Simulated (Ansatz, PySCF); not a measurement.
Mo(NH)(F)2(OH)2 (F₂H₃MoNO₂), SMILES [NH]=[Mo]([OH])([OH])([F])[F], multiplicity 1. Atoms are numbered in the order given.

```xyz
9

Mo     0.1725     0.0046     0.0248
N      0.1105    -0.1846     1.7142
H      0.0509    -0.0109     2.7161
F      2.0125     0.0608    -0.2787
F     -1.6926     0.2288    -0.2741
O      0.2003     1.8139    -0.5464
H     -0.6486     2.2592    -0.6883
O      0.0282    -1.6759    -0.7856
H     -0.2336    -2.4960    -0.3433
```

The structure is a stationary point at B3LYP-D3(BJ)/def2-SVP. The multiplicity is an assumed one; no other spin state was optimised. The structure was generated by enumeration; whether it is a known compound was not checked. The def2 effective core potentials stand for the cores of Mo; spin–orbit coupling is left out. The values are those of a single conformer.

Two levels are set side by side: PBE-D3(BJ)/def2-SVP (Ansatz, a program for electronic structure) and B3LYP-D3(BJ)/def2-SVP (Ansatz). Each level has its own optimised geometry; the coordinates shown are those of the second. Frequencies come from the Hessian of PySCF at each geometry. Differences are taken from unrounded values.

```json
[
 {"quantity": "mean bond length (Å)", "B3LYP-D3(BJ)": "1.524", "PBE-D3(BJ)": "1.534", "PBE-D3(BJ) minus B3LYP-D3(BJ)": "0.010"},
 {"quantity": "bond Mo1–N2 (Å)", "B3LYP-D3(BJ)": "1.701", "PBE-D3(BJ)": "1.715", "PBE-D3(BJ) minus B3LYP-D3(BJ)": "0.014"},
 {"quantity": "bond Mo1–F4 (Å)", "B3LYP-D3(BJ)": "1.866", "PBE-D3(BJ)": "1.873", "PBE-D3(BJ) minus B3LYP-D3(BJ)": "0.008"},
 {"quantity": "bond Mo1–F5 (Å)", "B3LYP-D3(BJ)": "1.902", "PBE-D3(BJ)": "1.907", "PBE-D3(BJ) minus B3LYP-D3(BJ)": "0.005"},
 {"quantity": "bond Mo1–O6 (Å)", "B3LYP-D3(BJ)": "1.898", "PBE-D3(BJ)": "1.910", "PBE-D3(BJ) minus B3LYP-D3(BJ)": "0.012"},
 {"quantity": "bond Mo1–O8 (Å)", "B3LYP-D3(BJ)": "1.871", "PBE-D3(BJ)": "1.885", "PBE-D3(BJ) minus B3LYP-D3(BJ)": "0.014"},
 {"quantity": "bond N2–H3 (Å)", "B3LYP-D3(BJ)": "1.019", "PBE-D3(BJ)": "1.026", "PBE-D3(BJ) minus B3LYP-D3(BJ)": "0.007"},
 {"quantity": "bond O6–H7 (Å)", "B3LYP-D3(BJ)": "0.969", "PBE-D3(BJ)": "0.978", "PBE-D3(BJ) minus B3LYP-D3(BJ)": "0.009"},
 {"quantity": "bond O8–H9 (Å)", "B3LYP-D3(BJ)": "0.968", "PBE-D3(BJ)": "0.976", "PBE-D3(BJ) minus B3LYP-D3(BJ)": "0.008"},
 {"quantity": "highest harmonic wavenumber (cm⁻¹)", "B3LYP-D3(BJ)": "3840", "PBE-D3(BJ)": "3732", "PBE-D3(BJ) minus B3LYP-D3(BJ)": "-107"},
 {"quantity": "mean harmonic wavenumber (cm⁻¹)", "B3LYP-D3(BJ)": "940", "PBE-D3(BJ)": "916", "PBE-D3(BJ) minus B3LYP-D3(BJ)": "-24"},
 {"quantity": "zero-point energy (kcal/mol)", "B3LYP-D3(BJ)": "28.21", "PBE-D3(BJ)": "27.51", "PBE-D3(BJ) minus B3LYP-D3(BJ)": "-0.71"}
]
```

GGA bonds tend to be longer and softer than those of functionals with exact exchange. Differences between two approximate levels are no errors against the true value.
